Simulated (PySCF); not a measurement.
**Cost of excited-state runs on `InChI=1S/CH13GeNSi3/c1-3(4)6-5-2/h5-6H2,1-2,4H3`**

Geometry (Å), atoms numbered from 1 in this order:
```xyz
19

C    -0.825   -0.308    1.391
N    -1.390    0.341    0.229
Si   -2.955   -0.211   -0.272
Si   -0.256    1.272   -0.709
Si    1.496   -0.086   -1.391
Ge    3.068   -0.391    0.323
H    -1.608   -0.569    2.102
H    -0.115    0.353    1.892
H    -0.293   -1.230    1.121
H    -3.841   -0.095    0.889
H    -2.899   -1.615   -0.704
H    -3.360    0.655   -1.371
H    -1.043    1.870   -1.787
H     0.198    2.351    0.190
H     1.084   -1.432   -1.824
H     2.218    0.465   -2.547
H     3.368    0.857    1.109
H     2.695   -1.361    1.411
H     4.447   -0.856   -0.061
```

PySCF with density fitting, on 1 thread of an Arm Neoverse V1, shared host. Command: `OMP_NUM_THREADS=1 python excited_run.py task.json out`

Q: How long does each of these runs take, and how much memory?
- magnetisability and related constants, B97-2/cc-pVDZ; grid level 3
- magnetisability and related constants, KT3/pcSseg-1; isotopologues
- magnetisability and related constants, mPW1PW91/STO-3G; usual settings

A: 
| run | level | basis functions | wall time | peak memory (GiB) |
| --- | --- | --- | --- | --- |
| magnetisability and related constants | B97-2/cc-pVDZ | 174 | 60 s | 0.77 |
| magnetisability and related constants | KT3/pcSseg-1 | 212 | 70 s | 0.94 |
| magnetisability and related constants | mPW1PW91/STO-3G | 68 | 16 s | 0.64 |

Times from a shared host are rough.
